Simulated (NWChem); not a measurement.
Isomers of CH$_{3}$ClO$_{2}$Si, each optimised at B3LYP/6-31G* with NWChem, gas phase unless a solvent is named. Flexible species stand in one conformer each, which need not be the lowest. Pople sets run with spherical d functions. Relative energies count from the lowest isomer at each level and are electronic, without zero-point energy, on those geometries.

A: O=C[Si@@H](O)Cl
B: O=C(O)[SiH2]Cl
C: Cl[SiH]1OCO1
D: C(=O)O[SiH2]Cl

```json
[
 {"quantity": "relative energy, B3LYP/6-31G* (kcal/mol)", "A": "17.4", "B": "(withheld)", "C": "0.0", "D": "1.4"},
 {"quantity": "dipole (D), B3LYP/6-31G*", "A": "2.79", "B": "(withheld)", "C": "1.28", "D": "2.33"},
 {"quantity": "SMD solvation free energy in water, B3LYP/6-31G* (kcal/mol)", "A": "-5.7", "B": "(withheld)", "C": "-3.9", "D": "-1.5"}
]
```

Q: Some entries are withheld; supply them.

A: 
- relative energy, B3LYP/6-31G* (kcal/mol), B: 25.9
- dipole (D), B3LYP/6-31G*, B: 0.78
- SMD solvation free energy in water, B3LYP/6-31G* (kcal/mol), B: -4.3
